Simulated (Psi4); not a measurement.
C3H11NSi, singlet, at a GFN2-xTB geometry; PBE/def2-TZVPD run with Psi4 1.11.

The Psi4 input:
```
memory 2 GB

molecule mol {
0 1
Si   -1.461829    0.812493   -0.340568
N    -0.141770   -0.145454    0.192460
C    -0.191480   -0.893348    1.422900
C     0.914369   -0.562577   -0.701388
C     2.282529   -0.021141   -0.286045
H    -2.547369    0.058891   -0.996142
H    -0.908118    1.768967   -1.298771
H    -1.994969    1.466477    0.854456
H     0.755979   -0.818299    1.962473
H    -0.394687   -1.956147    1.237934
H    -0.979745   -0.499636    2.058965
H     0.952489   -1.660286   -0.745769
H     0.683274   -0.198458   -1.703832
H     2.589877   -0.424725    0.675152
H     3.029910   -0.293451   -1.027172
H     2.238846    1.062344   -0.209359
}

set {
  basis def2-tzvpd
  reference rks
}

energy('pbe')
print_variables()
```

The log (banner, timings and long lists left out):

```
   => Loading Basis Set <=

    Name: DEF2-TZVPD
    Role: ORBITAL
    Keyword: BASIS

         ---------------------------------------------------------
                                   SCF
               by Justin Turney, Rob Parrish, Andy Simmonett
                          and Daniel G. A. Smith
                              RKS Reference
         ---------------------------------------------------------

  ==> Geometry <==

    Molecular point group: c1
    Full point group: C1

    Geometry (in Angstrom), charge = 0, multiplicity = 1:

       Center              X                  Y                   Z               Mass
    ------------   -----------------  -----------------  -----------------  -----------------
         SI          -1.424043673085     0.796061988480    -0.331662778031    27.976926534650
         N           -0.103984673085    -0.161885011520     0.201365221969    14.003074004430
         C           -0.153694673085    -0.909779011520     1.431805221969    12.000000000000
         C            0.952154326915    -0.579008011520    -0.692482778031    12.000000000000
         C            2.320314326915    -0.037572011520    -0.277139778031    12.000000000000
         H           -2.509583673085     0.042459988480    -0.987236778031     1.007825032230
         H           -0.870332673085     1.752535988480    -1.289865778031     1.007825032230
         H           -1.957183673085     1.450045988480     0.863361221969     1.007825032230
         H            0.793764326915    -0.834730011520     1.971378221969     1.007825032230
         H           -0.356901673085    -1.972578011520     1.246839221969     1.007825032230
         H           -0.941959673085    -0.516067011520     2.067870221969     1.007825032230
         H            0.990274326915    -1.676717011520    -0.736863778031     1.007825032230
         H            0.721059326915    -0.214889011520    -1.694926778031     1.007825032230
         H            2.627662326915    -0.441156011520     0.684057221969     1.007825032230
         H            3.067695326915    -0.309882011520    -1.018266778031     1.007825032230
         H            2.276631326915     1.045912988480    -0.200453778031     1.007825032230

  Running in c1 symmetry.

  Rotational constants: A =      0.19614  B =      0.08499  C =      0.06695 [cm^-1]
  Rotational constants: A =   5880.09466  B =   2548.04915  C =   2007.12041 [MHz]
  Nuclear repulsion =  248.091428161828162

  Charge       = 0
  Multiplicity = 1
  Electrons    = 50
  Nalpha       = 25
  Nbeta        = 25

  ==> Algorithm <==

  SCF Algorithm Type is DF.
  DIIS enabled.
  MOM disabled.
  Fractional occupation disabled.
  Guess Type is SAD.
  Energy threshold   = 1.00e-06
  Density threshold  = 1.00e-06
  Integral threshold = 1.00e-12

  ==> Primary Basis <==

  Basis Set: DEF2-TZVPD
    Blend: DEF2-TZVPD
    Number of shells: 122
    Number of basis functions: 290
    Number of Cartesian functions: 320
    Spherical Harmonics?: true
    Max angular momentum: 3

  ==> DFT Potential <==

   => LibXC <=

    Version 7.1.2
    S. Lehtola, C. Steigemann, M. J. T. Oliveira, and M. A. L. Marques,  SoftwareX 7, 1–5 (2018) (10.1016/j.softx.2017.11.002)

   => Composite Functional: PBE <=

    PBE GGA Exchange-Correlation Functional

    J.P. Perdew et. al., Phys. Rev. Lett., 77(18), 3865-3868, 1996

    Deriv               =              1
    GGA                 =           TRUE
    Meta                =          FALSE

    Exchange Hybrid     =          FALSE
    MP2 Hybrid          =          FALSE

   => Exchange Functionals <=

    1.0000     XC_GGA_X_PBE

   => Correlation Functionals <=

    1.0000     XC_GGA_C_PBE

   => LibXC Density Thresholds  <==

    XC_GGA_C_PBE:  1.00E-12
    XC_GGA_X_PBE:  1.00E-15

   => Molecular Quadrature <=

    Radial Scheme          =       TREUTLER
    Pruning Scheme         =           NONE
    Nuclear Scheme         =       TREUTLER

[...]
    K tasked:                    No
    wK tasked:                   No
    Algorithm:                 Core
    Schwarz Cutoff:           1E-12
    Mask sparsity (%):       1.6623
    Fitting Condition:        1E-10

   => Auxiliary Basis Set <=

  Basis Set: (DEF2-TZVPD AUX)
    Blend: DEF2-UNIVERSAL-JKFIT
    Number of shells: 204
    Number of basis functions: 628
    Number of Cartesian functions: 735
    Spherical Harmonics?: true
    Max angular momentum: 4

  Minimum eigenvalue in the overlap matrix is 8.6862436635E-06.
  Reciprocal condition number of the overlap matrix is 5.6844499399E-07.
    Using symmetric orthogonalization.

  ==> Pre-Iterations <==

  SCF Guess: Superposition of Atomic Densities via on-the-fly atomic UHF (no occupation information).

   -------------------------
    Irrep   Nso     Nmo
   -------------------------
     A        290     290
   -------------------------
    Total     290     290
   -------------------------

  ==> Iterations <==

                           Total Energy        Delta E     RMS |[F,P]|

   @DF-RKS iter SAD:  -464.28655157699956   -4.64287e+02   0.00000e+00
   @DF-RKS iter   1:  -464.03637523330713    2.50176e-01   4.43714e-03 DIIS/ADIIS
   @DF-RKS iter   2:  -459.78014809087722    4.25623e+00   9.56544e-03 DIIS/ADIIS
   @DF-RKS iter   3:  -464.69558136710293   -4.91543e+00   2.02747e-03 DIIS/ADIIS
   @DF-RKS iter   4:  -464.81265210791781   -1.17071e-01   1.11432e-03 DIIS/ADIIS
   @DF-RKS iter   5:  -464.85387543578838   -4.12233e-02   2.49438e-04 DIIS/ADIIS
   @DF-RKS iter   6:  -464.85620575629503   -2.33032e-03   6.24428e-05 DIIS
   @DF-RKS iter   7:  -464.85634870898411   -1.42953e-04   2.20828e-05 DIIS
   @DF-RKS iter   8:  -464.85636730002392   -1.85910e-05   5.06318e-06 DIIS
   @DF-RKS iter   9:  -464.85636844035548   -1.14033e-06   1.24221e-06 DIIS
   @DF-RKS iter  10:  -464.85636850701644   -6.66610e-08   2.50589e-07 DIIS
  Energy and wave function converged.

  ==> Post-Iterations <==

   Electrons on quadrature grid:
      Ntotal   =   49.9999955448 ; deviation = -4.455e-06

    Orbital Energies [Eh]
    ---------------------

    Doubly Occupied:

[...]
      25A     -0.182803

    Virtual:

[...]
     290A     32.369550

    Final Occupation by Irrep:
              A
    DOCC [    25 ]
    NA   [    25 ]
    NB   [    25 ]

  @DF-RKS Final Energy:  -464.85636850701644

   => Energetics <=

    Nuclear Repulsion Energy =            248.0914281618281620
    One-Electron Energy =               -1129.3308203640540341
    Two-Electron Energy =                 464.2907221219678036
    DFT Exchange-Correlation Energy =     -47.9076984267583939
    Empirical Dispersion Energy =           0.0000000000000000
    VV10 Nonlocal Energy =                  0.0000000000000000
    Total Energy =                       -464.8563685070164411

Computation Completed

Properties will be evaluated at   0.000000,   0.000000,   0.000000 [a0]

Properties computed using the SCF density matrix

 Multipole Moments:

 ------------------------------------------------------------------------------------
     Multipole            Electronic (a.u.)      Nuclear  (a.u.)        Total (a.u.)
 ------------------------------------------------------------------------------------

 L = 1.  Multiply by 2.5417464519 to convert [e a0] to [Debye]
 Dipole X            :         -3.3235323            3.5701941            0.2466618
 Dipole Y            :          1.3191009           -1.5524961           -0.2333952
 Dipole Z            :         -0.7690508            0.8414310            0.0723802
 Magnitude           :                                                    0.3472092

 ------------------------------------------------------------------------------------

  Variable Map:
  ----------------------------------------------------------------------------
[...]
  Array Variable Map:
  ----------------------------------------------------------------------------
[...]
[...]
```
